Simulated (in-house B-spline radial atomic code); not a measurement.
Two electrons outside the [Kr] 4d10 core: Sn III (Sn2+)

Computed with an all-electron radial atomic-structure program (B-spline basis): configuration interaction (CI) of the two valence electrons in the field of the frozen Dirac-Fock core, alone and with many-body perturbation theory for the core (screened one- and two-electron correlation potentials), Breit and QED terms; no-pair Dirac Hamiltonian, finite nucleus. Labels give the configuration (outer n counted up each series) and the leading LS term, or the jj pair where no LS term holds 70 %.

Command:
```bash
python run_mb.py task.json out
```
Settings (nuclear radius in fm, box in bohr, cutoff in hartree):
```
basis_form          3
Z                   50
core_configuration  [Kr] 4d10
rms_radius          4.6519
mass_number         120
speed_of_light      137.036
box_radius          22.5
lmax                6
intervals           65
virtual_cutoff      5000.0
```

Run time, properties included: 2.3 min on 1 thread of Arm Neoverse V2, with other jobs on the host.

Excitation energies (cm⁻¹):

| level | purity of the LS term | CI alone | CI + MBPT + Breit + QED | Landé g of the LS mixture |
| --- | --- | --- | --- | --- |
| 5s2 1S0 | 1.0 | 0 | 0 | - |
| 5s5p 3P°0 | 1.0 | 48013 | 53124 | - |
| 5s5p 3P°1 | 0.99 | 49598 | 54783 | 1.50 |
| 5s5p 3P°2 | 1.0 | 53261 | 58824 | 1.50 |
| 5s5p 1P°1 | 0.99 | 78633 | 79798 | 1.00 |
| 5p2 3P0 | 0.963 | 121315 | 126910 | - |
| 5p2 1D2 | 0.877 | 118471 | 127687 | 1.06 |
| 5p2 3P1 | 0.998 | 123729 | 129715 | 1.50 |
| 5p2 3P2 | 0.871 | ? | ? | ? |
| 5s6s 3S1 | 0.999 | 131058 | 139704 | 2.00 |
| 5s5d 3D1 | 1.0 | 132765 | 141157 | 0.50 |
| 5s5d 3D2 | 0.999 | ? | ? | ? |
| 5s5d 3D3 | 1.0 | 133233 | 141672 | 1.33 |
| 5s6s 1S0 | 1.0 | 135498 | 143648 | - |
| 5p2 1S0 | 0.963 | 147672 | 153587 | - |
| 5s5d 1D2 | 0.994 | 148181 | 153887 | 1.00 |
| 5s6p 3P°0 | 1.0 | 150798 | 159769 | - |
| 5s6p 3P°1 | 0.917 | 151117 | 160052 | 1.46 |
| 5s6p 3P°2 | 1.0 | 152232 | 161257 | 1.50 |
| 5s6p 1P°1 | 0.917 | 154124 | 162622 | 1.04 |

Question: Where does 5p2 3P2 lie?

Answer: 127421 cm⁻¹ in CI alone and 134140 cm⁻¹ with all corrections; g = 1.44.

Question: Where does 5s5d 3D2 lie?

Answer: 132953 cm⁻¹ in CI alone and 141361 cm⁻¹ with all corrections; g = 1.17.

Question: What is the first ionisation energy?

Answer: 30.45 eV to the 5s1/2 state of the next ion (29.193 eV from CI alone). NIST lists 30.506 ± 0.003 eV (measured).

Some electric-dipole lines (reduced elements in atomic units, length form; vacuum wavelengths from the computed energies):

| upper | lower | D bare (size) | D with core polarisation (size) | λ (nm) | A (s⁻¹) |
| --- | --- | --- | --- | --- | --- |
| 5s5p 3P°1 | 5s2 1S0 | 0.283 | 0.241 | 182.54 | 6.5e+06 |
| 5s5p 1P°1 | 5s2 1S0 | 3.03 | 2.64 | 125.32 | 2.4e+09 |
| 5p2 3P0 | 5s5p 3P°1 | 1.82 | 1.57 | 138.64 | 1.9e+09 |
| 5p2 1D2 | 5s5p 3P°1 | 0.859 | 0.738 | 137.17 | 8.6e+07 |
| 5p2 3P1 | 5s5p 3P°0 | 1.86 | 1.61 | 130.56 | 7.9e+08 |
| 5p2 3P1 | 5s5p 3P°1 | 1.6 | 1.38 | 133.45 | 5.4e+08 |
| 5s6s 3S1 | 5s5p 3P°0 | 0.692 | 0.721 | 115.5 | 2.3e+08 |
| 5s6s 3S1 | 5s5p 3P°1 | 1.28 | 1.32 | 117.76 | 7.3e+08 |
| 5s5d 3D1 | 5s5p 3P°0 | 2.02 | 1.87 | 113.59 | 1.6e+09 |
| 5s5d 3D1 | 5s5p 3P°1 | 1.79 | 1.65 | 115.78 | 1.2e+09 |

Weak lines are less accurate than strong ones.
